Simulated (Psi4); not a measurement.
O$_{4}$Os, triplet (typed; the unrestricted solution is spin-contaminated), geometry from GFN2-xTB (such geometries of metal compounds can be far from the true shape) (the multiplicity is a formal guess) (core potentials on Os). Base run: Psi4 with HF/def2-SVP.

Geometry (Å):
```xyz
5

Os     0.0000     0.0000     0.0000
O      1.2556     0.8540    -0.6857
O      0.9069    -1.0434     0.9300
O     -1.1386    -1.0925    -0.5348
O     -1.0239     1.2819     0.2905
```
Charge 0, spin multiplicity 3.
Orbitals are unrestricted.
All else is at Psi4's defaults (density fitting).
Base energy -388.78143 Eh.

Variants of this job, named by their change:

| change | ΔE vs base (mEh) | SCF cycles | basis functions | outcome |
|---|---|---|---|---|
| base | 0.000 | 37 | 88 | converged |
| df_basis_scf = cc-pvqz-jkfit | - | - | 88 | input refused |
| level_shift = 1.0 | 57.005 | 95 | 88 | another SCF solution |
| scf_type = disk_df | 0.000 | 37 | 88 | converged |
| guess = sadno | 19.063 | 28 | 88 | another SCF solution |
| scf_type = out_of_core | -0.352 | 37 | 88 | converged |
| diis_max_vecs = 3 | - | - | 88 | not converged |
| guess = core | 19.063 | 26 | 88 | another SCF solution |
| puream = true | 0.000 | 37 | 88 | converged |
| scf_type = dfdirj+link | -0.412 | 37 | 88 | converged |
| d_convergence = 1e-8 | 0.000 | 63 | 88 | converged |
| scf_initial_accelerator = ediis | 0.000 | 37 | 88 | converged |
| df_basis_scf = cc-pvtz-jkfit | - | - | 88 | input refused |

A guess, shift, damping, solver or small numerical setting can't move a converged solution much, so rows marked as another SCF solution ended in a different state.

Open shells are given as the SCF converged; they aren't shown to be the lowest states, and a large step between rows can be another state.

- df_basis_scf = cc-pvqz-jkfit: ended with `psi4.driver.qcdb.exceptions.BasisSetNotFound: BasisSet::construct: Unable to find a basis set for atom 1 for key JKFIT among:`
- df_basis_scf = cc-pvtz-jkfit: ended with `psi4.driver.qcdb.exceptions.BasisSetNotFound: BasisSet::construct: Unable to find a basis set for atom 1 for key JKFIT among:`
